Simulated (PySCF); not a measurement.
SiBr₂Cl₂, SMILES Cl[Si](Cl)(Br)Br. Geometry optimised at B3LYP-D3(BJ)/def2-SVP.

All values below come from B3LYP-D3(BJ)/def2-SVP (PySCF).

Harmonic wavenumbers (cm⁻¹): 105, 117, 168, 176, 178, 319, 502, 572, 611. Rotational constants (GHz): 1.006, 0.7003, 0.6103; symmetry number 2.

Q: Work out the zero-point energy and the ideal-gas rigid-rotor harmonic-oscillator thermochemistry at 298.15 K and 1 atm.

A: ZPE = ½ Σ hcν = ½ × 2749 cm⁻¹ = 16.44 kJ/mol. H − E(el) = 37.34 kJ/mol. Entropy in J/(mol K): translation 178.04, rotation 123.91, vibration 69.40, total 371.34. G − E(el) = -73.37 kJ/mol. Cp = 93.86 J/(mol K). Modes under 150 cm⁻¹ make the vibrational entropy uncertain.
